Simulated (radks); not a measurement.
Trend from Sc4+ to Zn4+: ionisation energy by Delta-SCF between NIST ground configurations, and size. Method: scalar-relativistic Kohn-Sham, PBE, spin-unpolarised, spherical densities, point nucleus; computed with a radial shooting solver on a logarithmic mesh with Libxc functionals.

| species | configuration | IE (eV) | NIST (eV) | kind | -e(HOMO) (eV) | outermost | <r> outermost (bohr) | r at 0.001 e/bohr^3 (bohr) |
|---|---|---|---|---|---|---|---|---|
| Sc4+ | [Ne] 3s2 3p5 | 93.208 | 91.95 | semi-emp. | 83.386 (3p) | 3p | 1.09 | 2.59 |
| Ti4+ | [Ar] | 99.762 | 99.30 | exp. | 89.413 (3p) | 3p | 1.03 | 2.52 |
| V4+ | [Ar] 3d1 | 65.224 | 65.282 | exp. | 55.183 (3d) | 3d | 1.08 | 2.54 |
| Cr4+ | [Ar] 3d2 | 68.378 | 69.46 | semi-emp. | 57.999 (3d) | 3d | 1.02 | 2.54 |
| Mn4+ | [Ar] 3d3 | 71.440 | 72.4 | semi-emp. | 60.726 (3d) | 3d | 0.968 | 2.53 |
| Fe4+ | [Ar] 3d4 | 74.420 | 75.0 | semi-emp. | 63.375 (3d) | 3d | 0.921 | 2.51 |
| Co4+ | [Ar] 3d5 | 77.327 | 79.5 | semi-emp. | 65.955 (3d) | 3d | 0.879 | 2.49 |
| Ni4+ | [Ar] 3d6 | 80.168 | 76.1 | semi-emp. | 68.474 (3d) | 3d | 0.840 | 2.46 |
| Cu4+ | [Ar] 3d7 | 82.949 | 80 | semi-emp. | 70.937 (3d) | 3d | 0.805 | 2.44 |
| Zn4+ | [Ar] 3d8 | 85.675 | 83 | semi-emp. | 73.349 (3d) | 3d | 0.773 | 2.41 |

Reference values: NIST Atomic Spectra Database (exp. = measured, semi-emp. = semi-empirical, theory = theoretical value adopted there). Spin polarisation and multiplet splitting are left out, so open shells lie too high by an amount that depends on their filling.

Beside tabulated values, note that spin-unpolarised runs miss the spin-polarisation part of the exchange energy of open shells.
